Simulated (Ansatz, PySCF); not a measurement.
Spin states of O2Zr (SMILES [O]=[Zr]=[O]), each relaxed with B3LYP-D3(BJ)/def2-TZVP.
State 1 (charge 0, multiplicity 1):
```csv
atom,x (Å),y (Å),z (Å)
Zr,0.4045,-0.3393,0.4050
O,0.8753,0.3670,-1.1551
O,-1.3130,0.0198,0.6799
```
State 2 (charge 0, multiplicity 3):
```
atom    x (Å)    y (Å)    z (Å)
----  -------  -------  -------
Zr     0.4917  -0.3785   0.4297
O      0.8231   0.3732  -1.1381
O     -1.3480   0.0528   0.6382
```

Singlets are restricted, other states unrestricted; no spin–orbit coupling, no relativity up to Kr; see below for the cores. The largest T1 diagnostic is 0.044.

Correlated levels freeze the inner cores; with def2 sets outer-core shells near the valence are correlated too.

Programs: Ansatz (an electronic-structure program); PySCF for the dispersion terms.  In def2 rows elements past Kr take small-core potentials, without spin–orbit coupling.

```json
[
 {"level": "PBE-D4/def2-TZVPP", "energy of the multiplicity-3 state less that of the multiplicity-1 state (eV)": "1.915"},
 {"level": "BLYP-D3(BJ)/def2-TZVPP", "energy of the multiplicity-3 state less that of the multiplicity-1 state (eV)": "1.772"},
 {"level": "r2SCAN-D3(BJ)/def2-TZVPP", "energy of the multiplicity-3 state less that of the multiplicity-1 state (eV)": "1.828"},
 {"level": "B3LYP-D3(BJ)/def2-TZVPP", "energy of the multiplicity-3 state less that of the multiplicity-1 state (eV)": "1.821"},
 {"level": "PBE0/def2-TZVPP", "energy of the multiplicity-3 state less that of the multiplicity-1 state (eV)": "1.896"},
 {"level": "BHLYP/def2-TZVPP", "energy of the multiplicity-3 state less that of the multiplicity-1 state (eV)": "1.594"},
 {"level": "BHLYP-D4/def2-TZVPP", "energy of the multiplicity-3 state less that of the multiplicity-1 state (eV)": "1.595"},
 {"level": "wB97X-V/def2-TZVPP", "energy of the multiplicity-3 state less that of the multiplicity-1 state (eV)": "(withheld)"},
 {"level": "CCSD/def2-SVP", "energy of the multiplicity-3 state less that of the multiplicity-1 state (eV)": "1.747"}
]
```

### Question
Complete the blanks.

### Answer

- wB97X-V/def2-TZVPP, energy of the multiplicity-3 state less that of the multiplicity-1 state (eV): 2.089
